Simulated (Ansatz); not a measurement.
CH7ClO2SiZr (`[CH3][Zr]([OH])([Cl])[O][SiH3]`) at its PBE0-D4/def2-TZVP geometry, where that method's forces vanish. Total charge 0; spin multiplicity 1. Zr: def2 effective core potential.

| atom | x (Å) | y (Å) | z (Å) |
| --- | --- | --- | --- |
| C1 | 1.063 | -1.277 | -1.531 |
| Zr2 | -0.761 | -0.352 | -0.695 |
| O3 | -1.270 | 0.991 | -1.946 |
| Cl4 | -2.371 | -2.072 | -0.447 |
| O5 | -0.224 | 0.382 | 1.005 |
| Si6 | 0.168 | 1.072 | 2.439 |
| H7 | 0.863 | -1.713 | -2.516 |
| H8 | 1.425 | -2.077 | -0.875 |
| H9 | 1.869 | -0.543 | -1.646 |
| H10 | -1.629 | 1.739 | -2.415 |
| H11 | -0.866 | 2.071 | 2.814 |
| H12 | 0.249 | 0.028 | 3.492 |
| H13 | 1.484 | 1.752 | 2.321 |

(1) For each bond, give half the difference of the two atoms' forces along it (eV/Å; positive pushes the atoms apart) under PBE-D4, r2SCAN-D4, B3LYP-D4, ωB97M-V in def2-TZVPP. (Estimate.)

Answers

(1) The calculation gave: 
| bond | length (Å) | PBE-D4 | r2SCAN-D4 | B3LYP-D4 | ωB97M-V |
| --- | --- | --- | --- | --- | --- |
| C1–Zr2 | 2.210 | -0.04 | 0.00 | 0.11 | 0.00 |
| C1–H7 | 1.096 | 0.11 | -0.02 | -0.07 | -0.05 |
| C1–H8 | 1.096 | 0.11 | -0.02 | -0.07 | -0.05 |
| C1–H9 | 1.096 | 0.11 | -0.02 | -0.07 | -0.05 |
| Zr2–O3 | 1.905 | -0.01 | 0.10 | 0.17 | 0.08 |
| Zr2–Cl4 | 2.369 | -0.01 | 0.02 | 0.11 | 0.08 |
| Zr2–O5 | 1.928 | -0.05 | 0.11 | 0.07 | 0.01 |
| O3–H10 | 0.953 | 0.31 | -0.04 | -0.11 | -0.09 |
| O5–Si6 | 1.640 | 0.26 | -0.04 | 0.03 | 0.15 |
| Si6–H11 | 1.486 | 0.02 | -0.03 | -0.08 | -0.13 |
| Si6–H12 | 1.485 | 0.03 | -0.03 | -0.08 | -0.14 |
| Si6–H13 | 1.486 | 0.03 | -0.03 | -0.08 | -0.14 |

B3LYP here is the variant with VWN-RPA as its local correlation; programs differ in this.

Program: Ansatz 0.2.0.
